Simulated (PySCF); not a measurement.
**Polarisability of `C[S+](C)COC(F)F`**

C4H9F2OS (charge +1).
Structure used (GFN2-xTB), in Å, numbered top down from 1:
```xyz
17
C4H9F2OS angstrom
C     -2.1546    0.7490   -0.5559
S     -0.7269    0.4007    0.4977
C     -0.9053   -1.3823    0.7139
C      0.6093    0.4214   -0.8171
O      1.7064   -0.3397   -0.4279
C      2.4991    0.1856    0.5461
F      1.8029    0.2251    1.7139
F      2.8373    1.4517    0.2850
H     -3.0469    0.7025    0.0635
H     -2.0582    1.7575   -0.9487
H     -2.2298    0.0320   -1.3673
H     -1.8081   -1.5606    1.2923
H     -0.0491   -1.7405    1.2797
H     -0.9594   -1.8857   -0.2467
H      0.8645    1.4736   -0.9853
H      0.2178   -0.0405   -1.7242
H      3.3941   -0.4377    0.6712
```

Level: PBE0/def2-SVPD (PySCF), static field, nuclei fixed, core orbitals frozen in the response. The polarisability tensor in these axes (au):

```
x   83.91 -0.55  2.06
y   -0.55 65.89 -5.39
z    2.06 -5.39 62.85
```

**Question.** What are the eigenvalues, a third of the trace, and Δα (Δα² = ½Σ(αi − αj)² over the three pairs)?

**Answer.** Principal values 58.71, 69.77 and 84.17 au; mean 70.88 au = 10.50 Å³ = 11.69 × 10⁻⁴⁰ C²·m²/J; Δα = 22.12 au (31 % of the mean).

**Question.** Traceless (Buckingham) quadrupole moment about the centre of nuclear charge: eigenvalues?

**Answer.** -15.39, -3.76, 19.15 D·Å. The values depend on the origin, since the species is charged. The electronic extent ⟨r²⟩ about the same centre is 1234 bohr², a root-mean-square distance of 2.16 Å for the 74 electrons.

**Question.** Directions of the eigenvectors, and the extent of the frame along each?

**Answer.** Largest value along (0.99, -0.06, 0.11), where the nuclei span 6.53 Å; middle along (0.12, 0.80, -0.59), 4.08 Å; least along (-0.05, 0.60, 0.80), 2.83 Å. The response follows the extents in order.

**Question.** Sum over states: ᾱ = Σ f/ω², ω in Eh. What share falls to these 6 lowest TDDFT singlets (eV, f)? 7.68, 0.0435; 7.79, 0.1289; 8.04, 0.0040; 8.56, 0.0412; 8.88, 0.0041; 8.93, 0.0085.

**Answer.** They add up to 2.70 au, 3.8 % of the 70.88 au; the largest single term is 1.57 au, from the state at 7.79 eV. Terms in order: 0.55, 1.57, 0.05, 0.42, 0.04, 0.08 au. Higher excitations give the rest. The strengths listed sum to 0.230.

**Question.** Rayleigh depolarisation ratio (linearly polarised light, static tensor)?

**Answer.** ρ = 3Δα²/(45ᾱ² + 4Δα²) = 1467.9/(226095 + 1957.2) = 0.00644.

Isolated species at its GFN2-xTB geometry (one conformer only).

The run behind these numbers computed excited states as well. The run took 1.7 min of wall time (grids of density and orbitals included) on one thread of an Arm Neoverse N1, shared host with 64 logical CPUs at a one-minute load of 47, and the process peaked at 0.98 GiB of memory.
